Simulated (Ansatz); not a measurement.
`BB[O][AlH2]` + `[CH2]1[NH][AlH]1` → `[AlH2][N]1[CH2][AlH]1` + `BBO` at 600 K and 1 bar (ligand exchange at the Al–O bond).

Isolated molecules relaxed with PBE0-D4/def2-TZVP in Ansatz; ΔE leaves out vibrations. CCSD(T)/CBS adds triple-zeta CCSD(T) − MP2 to the extrapolated MP2 energy (def2 sets, frozen cores). One conformer a species, not always the lowest.

```json
{"species": "`BB[O][AlH2]`", "CCSD(T)/CBS energy (Eh)": "-369.81813", "H − E (kJ/mol)": "189.7", "S (J/(mol·K))": "422.5"}
{"species": "`[CH2]1[NH][AlH]1`", "CCSD(T)/CBS energy (Eh)": "-337.12157", "H − E (kJ/mol)": "164.8", "S (J/(mol·K))": "328.5"}
{"species": "`[AlH2][N]1[CH2][AlH]1`", "CCSD(T)/CBS energy (Eh)": "-579.76217", "H − E (kJ/mol)": "192.5", "S (J/(mol·K))": "413.5"}
{"species": "`BBO`", "CCSD(T)/CBS energy (Eh)": "-127.16606", "H − E (kJ/mol)": "163.4", "S (J/(mol·K))": "327.8"}
```

H − E and S are ideal-gas, rigid-rotor, harmonic terms from PBE0-D4/def2-TZVP, for one conformer and one mirror image of each species. 1 Eh = 2625.50 kJ/mol, R = 8.31446 J/(mol·K).

Question: By hand: ΔE, ΔH, ΔS and ΔG.

Answer: ΔE = (-579.76217) + (-127.16606) − (-369.81813) − (-337.12157) = 0.01147 Eh = 30.1 kJ/mol. Δ(H − E) = 192.5 + 163.4 − 189.7 − 164.8 = 1.4, so ΔH = 31.5 kJ/mol. ΔS = 413.5 + 327.8 − 422.5 − 328.5 = -9.7 J/(mol·K). ΔG = 31.5 − 600 × (-9.7)/1000 = 37.3 kJ/mol.

Question: By hand: the equilibrium constant, and the temperature at which ΔG would vanish if ΔH and ΔS stayed fixed.

Answer: log₁₀ K = −ΔG/(RT ln 10) = -3.2. ΔH and −TΔS have one sign here, so there is no such temperature.

The number of gas molecules stays the same, so ΔS is small and ΔH decides. A doubt of 5 kJ/mol in ΔE shifts log₁₀ K by 0.4 here. Other conformers and mirror images would add mixing entropy, several J/(mol·K) or more a flexible species. These are equilibria of isolated gas molecules and say nothing of rates. Largest T1 diagnostic: 0.015 (customary marks: 0.02 for closed shells, 0.045 for open ones).

ΔS is within the doubt of such terms, so its sign, and with it that verdict, could turn.
